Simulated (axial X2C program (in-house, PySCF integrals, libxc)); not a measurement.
## Potential curves of CBr, two-component

Calculated with an in-house all-electron X2C program for linear molecules (integrals from PySCF). Two-component (2c) means X2C with spin–orbit coupling and atomic mean-field two-electron Coulomb and Gaunt terms. Basis: Br dyall-cv3z [8s9p6d4f1g], C dyall-v3z [7s6p2d1f] (cores contracted in-house); Gaussian nuclei, density fitting, unrestricted open shells. Masses: Br 78.918 u, C 12.000 u.

State: Ω = 1/2 (⟨Sz⟩ = -0.50, ⟨Lz⟩ = 1.00 at PBEsol). Energies in cm⁻¹ from the fragments at the same level (Br + C). Fits are polynomials in 1 − R0/R over 0.85 to 1.23 times the lowest point R0.

```csv
R (Å),PBEsol,HF,PBE0,MP2
1.5782,-26910,-3142,-21727,-19623
1.6507,-31108,-7693,-25897,-23713
1.7052,-32925,-9726,-27680,-25423
1.7596,-33885,-10869,-28597,-26263
1.8140,-34189,-11328,-28853,-26442
1.8775,-33919,-11211,-28522,-26024
1.9410,-33152,-10571,-27688,-25108
2.0226,-31658,-9212,-26103,-23418
2.1224,-29344,-7041,-23665,-20742
2.2675,-25530,-3857,-19646,-14508
```

Correlated methods: 11 electrons correlated (number of frozen shells: Br 3 s, 2 p, 1 d; C 1 s), 187 virtual spin orbitals or spinors in MP2.

The state is one determinant whose occupation by symmetry is held fixed; it was picked as the lowest of a PBE0 search that is not exhaustive. De is counted from the lowest determinant-based energies of the atoms at the same level, without counterpoise correction. Density functionals use the spin component along the axis (collinear). A 2c atom that is not at its ground J level misses part of its spin–orbit lowering, and De is too large by that part (0.04 eV or less for light atoms). This holds for PBEsol, PBE0, MP2. Without a current term, density functionals place determinants with orbital angular momentum somewhat too high. MP2 and coupled cluster on one determinant become unreliable at the stretched end.

(1) Fit the PBEsol curve near its minimum: give the equilibrium distance, the harmonic wavenumber and the well depth.

(2) What are Re, ωe and De at the HF level?

(3) What are Re, ωe and De at the PBE0 level?

(4) What are Re, ωe and De at the MP2 level?

## Answers

(1) At PBEsol, 2c: Re = 1.817 Å, ωe ≈ 732 cm⁻¹, De = 4.24 eV to Br + C; Be follows as 0.49 cm⁻¹.

(2) At HF, 2c: Re = 1.833 Å, ωe ≈ 721 cm⁻¹, De = 1.41 eV to Br + C; Be follows as 0.482 cm⁻¹.

(3) At PBE0, 2c: Re = 1.812 Å, ωe ≈ 746 cm⁻¹, De = 3.58 eV to Br + C; Be follows as 0.493 cm⁻¹.

(4) At MP2, 2c: Re = 1.804 Å, ωe ≈ 760 cm⁻¹, De = 3.28 eV to Br + C; Be follows as 0.497 cm⁻¹.
